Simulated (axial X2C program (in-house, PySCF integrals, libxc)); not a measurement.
## HfF⁺: cheaper levels and CCSD(T), two-component

Computed with an in-house relativistic program for diatomic molecules. Two-component (2c) means X2C with spin–orbit coupling and atomic mean-field two-electron Coulomb and Gaunt terms. Basis: Hf dyall-cv3z [13s14p9d7f4g], F dyall-av3z [7s6p3d2f] (cores contracted in-house); Gaussian nuclei, density fitting, unrestricted open shells. Masses: Hf 179.947 u, F 18.998 u.

State: Ω = 1 (⟨Sz⟩ = -0.99, ⟨Lz⟩ = 1.99 at HF); fragments Hf+ + F.

| level | Re (Å) | ωe (cm⁻¹) |
| --- | --- | --- |
| PBE0 | 1.808 | 761.5 |
| HF | 1.827 | 752.9 |
| MP2 | 1.837 | 733.6 |
| CCSD | 1.834 | 739.9 |
| BLYP | 1.832 | 725.3 |

Correlated methods: 10 electrons correlated (number of frozen shells: Hf 5 s, 4 p, 2 d, 1 f; F 1 s), 316 virtual spin orbitals or spinors in MP2, 90 natural virtuals in coupled cluster.

CCSD(T), same Hamiltonian and basis:

Re = 1.837 Å, ωe = 734.2 cm⁻¹; T1 = 0.018 (Lee–Taylor normalisation).

(1) Give the differences from CCSD(T) in the columns below.

The state is one determinant whose occupation by symmetry is held fixed; it was picked as the lowest of a PBE0 search that is not exhaustive. De is not given where an atomic determinant may have missed its ground term or J level, or where the truncated virtual space spoils (T). Density functionals use the spin component along the axis (collinear). CCSD and (T) use frozen natural virtuals with an MP2 correction for the truncation; (T) itself is uncorrected, so its De runs slightly low. PBE0 can misorder states that lie within some tenths of an eV, so this need not be the ground state of the molecule. The nearest other 2c determinant of the search, Ω = 0, lies 0.23 eV up at the distance of the search. The functionals have no current-density term, which raises determinants with orbital currents, atoms included. With several unpaired electrons one determinant need not be a pure state. The outer-core s and p shells of the metal are frozen in the correlated rows, which leaves out core–valence correlation; for alkali and alkaline-earth bonds that tends to lengthen them. At some level and bond length an empty orbital lies below a filled one. With the outer-core shells frozen, correlated bond lengths of heavy atoms tend to come out a few hundredths of an ångström too long.

Answers

(1) 

```
level  ΔRe (Å)  Δωe (cm⁻¹)
 PBE0   -0.029          27
   HF   -0.010          19
  MP2    0.000          -1
 CCSD   -0.003           6
 BLYP   -0.005          -9
```
